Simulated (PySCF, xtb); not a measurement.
BrHSSi, SMILES S[Si]Br (connectivity only; charge and spin as stated), neutral, multiplicity 1.

xtb with GFN2-xTB at its own geometry gives an orbital gap of 2.40 eV and a dipole moment of 4.65 D.

Coordinates come from a B3LYP-D3(BJ)/def2-TZVP optimisation. One conformer was computed; it need not be the lowest.

Question: What does B3LYP/def2-TZVPD run with PySCF give? (An estimate is asked for; the answer gives what the named calculation found.)

Answer: gap 4.24 eV (levels -7.09 and -2.85 eV), dipole 1.88 D.
